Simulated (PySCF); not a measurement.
Cl2H4OSi2. Atoms are numbered in the order given.

```xyz
9

Si    -2.2705    -0.4823     0.4489
O     -0.7868     0.0147     1.0554
Si     0.6779     0.3764     0.4334
Cl     0.4100     1.4718    -1.2824
Cl     1.6603    -1.3481    -0.0731
H     -2.0522    -1.3231    -0.7603
H     -3.0821     0.7126     0.0962
H     -2.9488    -1.2692     1.5096
H      1.4791     1.1400     1.4014
```

Geometry: ωB97X-D3(BJ)/def2-SVP. Other conformers were not sampled.

These are PBE0/pcSseg-1 in PySCF values and carry that method's errors.

GIAO shieldings, no solvent; atoms listed in one row are averaged. δ = σ(ref) − σ: ²⁹Si against TMS (σ = 352.7 ppm); ¹⁷O against H2O (σ = 334.2 ppm); ³⁵Cl against HCl (σ = 945.9 ppm); ¹H against TMS (σ = 31.56 ppm), references at their B3LYP-D3(BJ)/def2-TZVP geometries, non-relativistic (without spin–orbit terms, shifts of atoms bonded to Cl or Br come out too high).

Computed chemical shifts:
| nucleus | atoms | count | δ (ppm) |
|---|---|---|---|
| ²⁹Si | Si3 | 1 | -12.2 |
| ²⁹Si | Si1 | 1 | -33.3 |
| ¹⁷O | O2 | 1 | 72.2 |
| ³⁵Cl | Cl5 | 1 | 117.5 |
| ³⁵Cl | Cl4 | 1 | 116.2 |
| ¹H | H9 | 1 | 5.80 |
| ¹H | H6, H7, H8 | 3 | 5.27 |
